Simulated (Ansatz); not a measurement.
Energy needed to pull apart H$_{2}$TeSO (SMILES SO[TeH]), closed shell, into free ground-state atoms, from the structure below (at a frame of a short PBE0-D4/def2-SVP trajectory); no zero-point or spin–orbit terms; open-shell atoms are treated unrestricted, in their ground-state multiplicity.

S1  (-1.342, -0.987, -0.067)
O2  (-0.388, -0.054, 0.887)
Te3  (1.667, 0.024, 0.739)
H4  (-1.517, -0.117, -1.100)
H5  (1.600, 1.096, -0.456)
(Å)

Computed with Ansatz 0.2.0 (basis: def2-TZVPP); correlated methods freeze the cores. Filled d shells of the heavier atoms are correlated. Core potentials replace the inner electrons of the atoms past krypton. The def2 sets are not built for correlating such inner shells, so the correlated values are less sure here.

| method | atomization energy (kJ/mol) |
| --- | --- |
| PBE-D4 | ? |
| r2SCAN-D4 | 1173 |
| PBE0-D4 | 1154 |
| wB97M-V | 1170 |
| HF | ? |
| MP2 | 1136 |
| CCSD | 1069 |
| CCSD(T) | 1113 |

Problem. What does HF give? (To be estimated.)

Solution. The calculation gives: 578 kJ/mol, which is about 535 kJ/mol less than CCSD(T)/def2-TZVPP.

Problem. What does PBE-D4 give? (To be estimated.)

Solution. Computed: 1235 kJ/mol, which is about 122 kJ/mol more than CCSD(T)/def2-TZVPP.

In triple zeta the MP2 and coupled-cluster atomization energies are still short of their basis limit by a few kcal/mol a bond, whereas those of the functionals are nearly converged, so these differences are not deviations from converged CCSD(T).

The T1 diagnostic stays at or below 0.018.

For scale, one of the runs: CCSD(T)/def2-TZVPP forces, 151 basis functions, launched by `ansatz run in.yaml --threads 2 --pin off --events-out ev --progress --plain --max-ram 3481MiB`. The run took 3.1 min on 2 CPU threads of an Arm Neoverse V2 (shared host), with 1.9 GiB of host memory at its peak.
